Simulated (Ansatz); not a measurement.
Abridged output of a molecular run in Ansatz:

```
Functional definition: HF
1573 factors; integrals over basis functions are off by at most 1.2e-3 eV
mean field evaluation 1: about -6594.2270 eV, gradient 3.7e1 eV
mean field evaluation 2: about -6594.4054 eV, gradient 3.7e1 eV
mean field evaluation 4: about -6598.0355 eV, gradient 4.2e0 eV
mean field evaluation 8: about -6598.0904 eV, gradient 2.5e-1 eV
mean field -6598.09071789 eV, -242.4753615360 hartree, gradient 8.0e-6 eV, S^2 0.000000; 0 other end points of the search recorded, 0 dependent functions left out
5 core orbitals not correlated: weight in the atoms' cores, before any rotation towards them, 1.000 or more for the frozen orbitals, at most 0.000 for the correlated occupied ones
reference -6598.09071789 eV, -242.4753615360 hartree; 15, 15 occupied and 247, 247 virtual orbitals, 1573 factors
second order -23.72531492 eV of doubles, -0.00000000 eV of singles
cycle   1  -24.41405972 eV  change   -6.9e-1 eV  update   9.6e-2
cycle   2  -24.94687241 eV  change   -5.3e-1 eV  update   2.7e-2
cycle   3  -25.05987011 eV  change   -1.1e-1 eV  update   1.3e-2
cycle   4  -25.05370329 eV  change    6.2e-3 eV  update   2.9e-3
cycle   5  -25.05218755 eV  change    1.5e-3 eV  update   1.2e-3
cycle   6  -25.05245152 eV  change   -2.6e-4 eV  update   4.0e-4
cycle   7  -25.05227523 eV  change    1.8e-4 eV  update   1.6e-4
cycle   8  -25.05219304 eV  change    8.2e-5 eV  update   5.4e-5
cycle   9  -25.05220008 eV  change   -7.0e-6 eV  update   2.4e-5
perturbative correction -0.87847345 eV, -0.0322833039 hartree
Total energy: -6624.02139143 eV, -243.4282962120 hartree
```

Its atoms:

Cartesian coordinates in Å:
```
C -0.717 -0.431 -1.823
B -0.725 0.270 -0.443
C 0.575 0.571 0.377
C 0.603 -0.091 1.744
F 1.744 0.215 -0.308
H -1.548 -0.150 -2.472
H -0.864 -1.501 -1.599
H 0.232 -0.357 -2.355
H -1.756 0.580 0.090
H 0.626 1.664 0.520
H 0.554 -1.178 1.655
H -0.247 0.243 2.343
H 1.524 0.167 2.271
```

(1) Which basis set was used?
A. cc-pV(Q+d)Z
B. def2-SVP
C. cc-pV(D+d)Z
D. def2-TZVPP

(2) Write the keys of the input that set method, charge and spin (a neutral closed shell needs none for the last two).

## Answers

(1) D. It gives 267 functions.

(2) 
```yaml
correlation: {method: ccsd_t}
```
